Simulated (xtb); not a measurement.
ClGaH₂O₂, SMILES [OH][Ga]([OH])[Cl]. All values are semi-empirical tight-binding results from xtb (GFN2-xTB unless named), good for trends rather than for accurate numbers. Geometry optimised at GFN2-xTB. The values are those of a single conformer.

For metal compounds this method's bond lengths and energies can be far off.

Computed properties:
| Quantity | Result |
|---|---|
| point group as xtb finds it | Cs |
| orbital gap | 4.36 eV |
| zero-point energy | 15.8 kcal/mol |
| G − E(el) at 298.15 K (modified RRHO) | -3.6 kcal/mol |
